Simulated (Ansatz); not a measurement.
Z-matrix (Å, degrees):
```
N
Ga 1 1.804
H 1 1.004 2 124.5
H 1 1.005 2 122.8 3 -179.9
O 2 1.790 1 112.3 3 179.9
H 2 1.554 1 124.9 3 -0.1
H 5 0.958 2 114.0 1 180.0
```

Charge 0, multiplicity 1.

**Question.** List the PBE/def2-TZVPP orbital energies in eV (Ansatz 0.2.0). (Estimate.)

**Answer.** The calculation gave: Occupied: -10093.24, -1233.14, -1092.87, -1092.75, -1092.73, -509.64, -379.93, -143.02, -97.65, -97.38, -97.35, -23.99, -20.94, -19.63, -19.56, -19.54, -19.37, -19.09, -12.08, -11.70, -10.08, -8.59, -7.18, -7.11, -5.88. Lowest empty: -0.88, -0.57, 0.18, 1.44, 2.16, 2.61, 3.38, 4.16.
